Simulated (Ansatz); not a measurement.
Frontier orbitals of `[GeH3][AsH][SbH2]`.

The species carries charge 0 and has multiplicity 1. Correlated methods include outer-core shells of As, Ge, Sb, which these sets cover unevenly. Scalar relativity is left out up to krypton. Sb: def2 effective core potential. Geometry: relaxed with PBE0-D4/def2-TZVP. Basis def2-TZVPP, the Gaussian-basis code of Ansatz.

| functional | HOMO (eV) | LUMO (eV) | gap (eV) |
| --- | --- | --- | --- |
| LDA (SPW92) | -6.25 | -2.02 | 4.23 |
| PBE | -6.11 | -1.80 | 4.31 |
| revPBE | -6.05 | -1.71 | 4.34 |
| r2SCAN | -6.35 | -1.63 | 4.72 |
| PBE0 | -7.04 | -1.08 | 5.96 |
| B3LYP | -6.84 | -1.29 | 5.55 |
| r2SCAN0 | -7.21 | -1.00 | 6.21 |
| CAM-B3LYP | -8.16 | -0.18 | 7.98 |
| ωB97M-V | -8.97 | 0.56 | 9.53 |
| HF | -9.04 | 1.73 | 10.77 |

A quarter of exact exchange (PBE0) shifts PBE's HOMO by −0.94 eV and its LUMO by +0.71 eV; full exchange at long range (ωB97M-V) shifts them by −2.87 and +2.36 eV. The gap opens from 4.31 to 9.54 eV, since occupied levels lose self-interaction and empty ones feel all the electrons. A positive LUMO is unbound and depends on the basis.

B3LYP here is the variant with VWN-RPA as its local correlation; programs differ in this.
